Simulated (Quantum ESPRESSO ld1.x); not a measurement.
ld1.x (Quantum ESPRESSO 7.5) input

```
 &input
    atom='Cs',
    iswitch=1,
    rel=2,
    dft='RXC-VWN',
    config='[Kr] 4d10 5s2 5p1',
    rel_dist='average',
    verbosity='high',
    lsmall=.true.,
    prefix='ld1',
    max_out_wfc=37,
    file_charge='ld1.rho',
 /
```

Command: `OMP_NUM_THREADS=1 ld1.x < ld1.in > ld1.out`

Output (excerpt):

```
     Program LD1 v.7.5 starts

     --------------------------- All-electron run ----------------------------

     dirac relativistic calculation

     atomic number is 55.00
     dft =RXC-VWN   lsd =0 sic =0 latt =0  beta=0.20 tr2=1.0E-14
     Exchange-correlation= RXC-VWN
                           (   3   2   0   0   0   0   0)
     mesh =2077 r(mesh) =  99.55068 a.u. xmin = -8.00 dx = 0.00800
     1 Ry =  13.60569312 eV, c = 137.03599908

     n l j   nl                  e(Ry)          e(Ha)          e(eV)
     Spin orbit split results
     1 0 0.5 1S 1( 2.00)   -2618.977902103   -1309.488951051 -35633.0096319
     2 0 0.5 2S 1( 2.00)    -415.882952141    -207.941476071  -5658.3758219
     2 1 0.5 2P 1( 2.00)    -392.092155779    -196.046077889  -5334.6855475
     2 1 1.5 2P 1( 4.00)    -366.453948651    -183.226974326  -4985.8599691
     3 0 0.5 3S 1( 2.00)     -90.803219069     -45.401609534  -1235.4407332
     3 1 0.5 3P 1( 2.00)     -80.773878243     -40.386939121  -1098.9845997
     3 1 1.5 3P 1( 4.00)     -75.856783933     -37.928391966  -1032.0841235
     4 0 0.5 4S 1( 2.00)     -21.464109532     -10.732054766   -292.0340874
     4 1 0.5 4P 1( 2.00)     -17.844284657      -8.922142328   -242.7838610
     4 1 1.5 4P 1( 4.00)     -16.824307963      -8.412153982   -228.9063712
     3 2 1.5 3D 1( 4.00)     -58.085047097     -29.042523549   -790.2873258
     3 2 2.5 3D 1( 6.00)     -57.035468989     -28.517734494   -776.0070882
     4 2 1.5 4D 1( 4.00)     -10.889992785      -5.444996392   -148.1658999
     4 2 2.5 4D 1( 6.00)     -10.717702780      -5.358851390   -145.8217750
     5 0 0.5 5S 1( 2.00)      -6.745901983      -3.372950992    -91.7826722
     5 1 0.5 5P 1( 0.33)      -5.677891900      -2.838945950    -77.2516548
     5 1 1.5 5P 1( 0.67)      -5.487770486      -2.743885243    -74.6649212
     Averaged results
     1 0     1S 1( 2.00)   -2618.977902103   -1309.488951051 -35633.0096319
     2 0     2S 1( 2.00)    -415.882952141    -207.941476071  -5658.3758219
     2 1     2P 1( 6.00)    -375.000017694    -187.500008847  -5102.1351619
     3 0     3S 1( 2.00)     -90.803219069     -45.401609534  -1235.4407332
     3 1     3P 1( 6.00)     -77.495815369     -38.747907685  -1054.3842822
     4 0     4S 1( 2.00)     -21.464109532     -10.732054766   -292.0340874
     4 1     4P 1( 6.00)     -17.164300194      -8.582150097   -233.5322011
     3 2     3D 1(10.00)     -57.455300232     -28.727650116   -781.7191832
     4 2     4D 1(10.00)     -10.786618782      -5.393309391   -146.7594250
     5 0     5S 1( 2.00)      -6.745901983      -3.372950992    -91.7826722
     5 1     5P 1( 1.00)      -5.551144290      -2.775572145    -75.5271657

     final scf error:  2.1E-16 reached in  21 iterations

     Etot =  -15528.126253 Ry,   -7764.063127 Ha, -211270.920573 eV

     Ekin =   16488.596769 Ry,    8244.298384 Ha,  224338.787667 eV
     Encl =  -37486.360475 Ry,  -18743.180237 Ha, -510027.916914 eV
     Eh   =    5814.391879 Ry,    2907.195939 Ha,   79108.831600 eV
     Exc  =    -344.754426 Ry,    -172.377213 Ha,   -4690.622927 eV
```

Run on one thread of a shared host, so times are rough (Intel(R) Xeon(R) Processor @ 2.60GHz): 0.63 s of CPU time, 0.64 s wall, 21 iterations on 2077 mesh points.
